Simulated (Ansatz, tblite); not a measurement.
Removing an electron: GaH2Br. Charge 0, multiplicity 1. Geometry: PBE-D4/def2-TZVP. Ansatz, gas phase; energy differences of separate SCF runs; the oxidised species was run as a doublet alone.

| atom | x (Å) | y (Å) | z (Å) |
| --- | --- | --- | --- |
| Ga1 | 0.2098 | 0.0924 | -0.0904 |
| H2 | 0.9705 | 1.0703 | 0.8672 |
| H3 | 0.5779 | -0.3884 | -1.5345 |
| Br4 | -1.7583 | -0.7743 | 0.7577 |

The xTB rows come from tblite. Correlated methods freeze 18 core orbitals; core or outer-core shells of Ga, Br are correlated, in sets that lack core-valence functions. In CCSD on the charge 1 doublet the largest single amplitude is 0.16, so its Hartree–Fock determinant may place the open shell otherwise than the density functionals do.

```
              level  −HOMO (eV)  vertical IE (eV)  −LUMO (eV)  HOMO–LUMO gap (eV)
           GFN1-xTB       11.82             15.24        5.62                6.19
           GFN2-xTB       12.16             15.30        7.31                4.85
      HF/def2-TZVPP           –              9.65           –                   –
   PBE-D4/def2-TZVP        6.81             10.06        2.71                4.10
r2SCAN-D4/def2-TZVP        7.13             10.25        2.44                4.68
  PBE0-D4/def2-TZVP        8.05             10.34        1.93                6.12
     MP2/def2-TZVPP           –             10.66           –                   –
    CCSD/def2-TZVPP           –             10.46           –                   –
 CCSD(T)/def2-TZVPP           –             10.50           –                   –
```

  Raw xTB energy differences between charge states are shifted by several eV; the methods need an empirical correction for them.
